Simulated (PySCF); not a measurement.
# Does the structure fit the spectrum?

A compound C$_{3}$H$_{4}$F$_{3}$NSi gives the data below (simulated from a calculation) and was assigned the structure `C#C[Si@H](N)C(F)(F)F`.

¹³C{¹H} NMR (computed): δ 134.7 (C), 118.1 (C), 21.7 (CH).

¹H NMR (300 MHz, computed): δ 4.27 (d, 3H), 2.77 (m, 1H).

One conformer, no relativistic terms, equivalent nuclei averaged, no solvent. Geometry from GFN2-xTB; shieldings: GIAO PBE0/pcSseg-1; PySCF.

References, each an isolated molecule treated in the same way: ¹H (σ = 31.72 ppm) and ¹³C (σ = 186.93 ppm) against TMS.

Task: Compare with the shifts computed for the proposed structure, pairing carbons in order of shift.

Result: Numbering as in the mapped SMILES `[CH:1]#[C:2][Si@H:3]([NH2:4])[C:5]([F:6])([F:7])[F:8]`. Hydrogens are named by the atom that carries them.

```json
{"atom": "C5", "computed for proposal": "138.2", "given list": "134.7", "difference": "+3.5"}
{"atom": "C1", "computed for proposal": "103.1", "given list": "118.1", "difference": "-15.0"}
{"atom": "C2", "computed for proposal": "87.6", "given list": "21.7", "difference": "+65.9"}
```

The rms difference is 39.1 ppm and the largest +65.9 ppm at C2 (alkyne carbon). The carbon types in order of shift don't match either: C, CH, C for the proposal against C, C, CH in the data. The proposal doesn't fit.

Task: Which isomer fits?

Result: `N#C[C@H]([SiH3])C(F)(F)F`.

- Carbon types of the structure: 2 × C, 1 × CH, leaving 3 H on heteroatoms.
- δC 134.7: CF3 carbon; 3 electronegative neighbours deshield it.
- δC 118.1: nitrile carbon; typical of a nitrile.
- δC 21.7: sp3 CH bonded to Si, α to a nitrile.
- δH 2.77: hydrogen on an sp3 CH bonded to Si, α to a nitrile.

Other isomers checked: C[C@@H](C#N)[Si](F)(F)F (rms 61.1 ppm); [H]/N=C\C=C\[Si](F)(F)F (rms 69.2 ppm).

The shifts were computed for this structure.

Splittings by ¹⁹F in the carbon and heteronuclear signals aren't shown, as no couplings were computed. Shifts are as computed. Against solution values, carbons near 30 ppm lie about +3 ppm off and those near 130 ppm about +5 ppm. Of 1211 compounds with measured shifts, 218 miss one by over three times the rms of a fit or turn the order of signals round; such compounds aren't used in these exercises. No couplings were computed; multiplicities are counted from neighbouring protons, with m where these are inequivalent, close in shift, in a saturated or five-membered ring or joined by F or P, and br s for small geminal =CH2 splittings.
